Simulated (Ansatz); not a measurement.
Gas-phase electronic energies from Ansatz, PBE0-D4/def2-TZVP geometries. CBS: MP2 limit from def2 TZ/QZ plus the TZ coupled-cluster correction, frozen cores. This one scheme is used for every species. DFT in def2-TZVPP. For Ga outer-core shells are correlated without core-valence functions, which leaves a few kJ/mol of doubt a bond. Scalar relativity is left out up to krypton. One conformer a species, not always the lowest.

`N[SiH2][Ga]([F])[SiH3]` + H₂ → `[F][GaH][SiH3]` + `N[SiH3]`  (hydrogenolysis of a Ga–Si bond)

Problem. Is it downhill or uphill in electronic energy at CCSD(T)/CBS, and by how much? (Best estimate.)

Solution. The calculation gave: Downhill: ΔE = -0.07 eV.

Problem. What do these levels give: r2SCAN-D4, PBE0-D4, ωB97X-V, r2SCAN, PBE0, HF/def2-TZVPP, MP2/def2-TZVPP, SCS-MP2/def2-TZVPP, CCSD/def2-TZVPP, HF/def2-QZVPP, MP2/def2-QZVPP, MP2/CBS(def2)? (Best estimate.)

Solution. The calculation gave: r2SCAN-D4 -0.02, PBE0-D4 -0.01, ωB97X-V -0.14, r2SCAN -0.05, PBE0 -0.07, HF/def2-TZVPP -0.44, MP2/def2-TZVPP -0.12, SCS-MP2/def2-TZVPP -0.19, CCSD/def2-TZVPP -0.18, HF/def2-QZVPP -0.45, MP2/def2-QZVPP -0.09, MP2/CBS(def2) -0.07 eV.

Largest T1 diagnostic among the species: 0.014.

The D4 term adds +0.11 eV with B3LYP and +0.06 eV with PBE0; it sums over pairs of atoms, weighted by their polarisabilities, and B3LYP, whose exchange is more repulsive, gets the larger term. In def2-TZVPP, CCSD(T) changes the Hartree–Fock value by +0.32 eV (the triples alone add +0.06 eV) and MP2 by +0.33 eV. From PBE to PBE0 (25 % exact exchange), in def2-TZVPP and without D4, ΔE moves by −0.09 eV.

B3LYP here is the variant with VWN-RPA as its local correlation; programs differ in this.
